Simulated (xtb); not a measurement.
BeClHS, SMILES [SH][Be][Cl]. All values are semi-empirical tight-binding results from xtb (GFN2-xTB unless named), good for trends rather than for accurate numbers. The structure is a stationary point at GFN2-xTB. The values are those of a single conformer.

For metal compounds this method's bond lengths and energies can be far off.

```yaml
point_group_as_xtb_finds_it: Cs
orbital_gap: 4.70 eV
zero_point_energy: 6.7 kcal/mol
G − E(el) at 298.15 K (modified RRHO): -10.2 kcal/mol
```
